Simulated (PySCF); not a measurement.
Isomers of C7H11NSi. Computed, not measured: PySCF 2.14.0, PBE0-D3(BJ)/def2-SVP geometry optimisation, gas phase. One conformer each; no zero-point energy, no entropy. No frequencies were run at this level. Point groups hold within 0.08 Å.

Question: Order them by energy at this level, lowest first, and give relative energies in kcal/mol.
A. `[NH2:1][c:2]1[cH:3][cH:4][c:5]([CH2:6][SiH3:7])[cH:8][cH:9]1` with C4–C5–C6–Si7 -91°
B. `[CH3:1][c:2]1[cH:3][cH:4][cH:5][cH:6][c:7]1[NH:8][SiH3:9]` with C6–C7–N8–Si9 1°
C. `[CH2:1]=[CH:2][CH2:3][c:4]1[cH:5][cH:6][n:7]([SiH3:8])[cH:9]1` with C1–C2–C3–C4 121°, C2–C3–C4–C5 -55°

Answer: B (0.0), A (11.4), C (30.6).

As drawn, the lowest has an N–H bond, which the highest lacks; the highest has a C=C bond outside aromatic rings, which the lowest lacks.

| SMILES | E (Eh) | E rel (kcal/mol) | dipole (D) | point group | A, B, C (MHz) |
| --- | --- | --- | --- | --- | --- |
| Cc1ccccc1N[SiH3] | -616.81410 | 0.0 | 1.41 | Cs | 2362, 984.4, 703.6 |
| Nc1ccc(C[SiH3])cc1 | -616.79595 | 11.4 | 2.39 | near Cs | 3690, 684.0, 640.5 |
| C=CCc1ccn([SiH3])c1 | -616.76528 | 30.6 | 1.58 | C1 | 5013, 596.5, 555.5 |

As an exercise, what shares would exp(−E/RT) give at 2000 K from these electronic energies alone (no entropy, no degeneracies)?

RT = 3.974 kcal/mol: Cc1ccccc1N[SiH3] 94.6 %, Nc1ccc(C[SiH3])cc1 5.4 %, C=CCc1ccn([SiH3])c1 under 0.1 %.
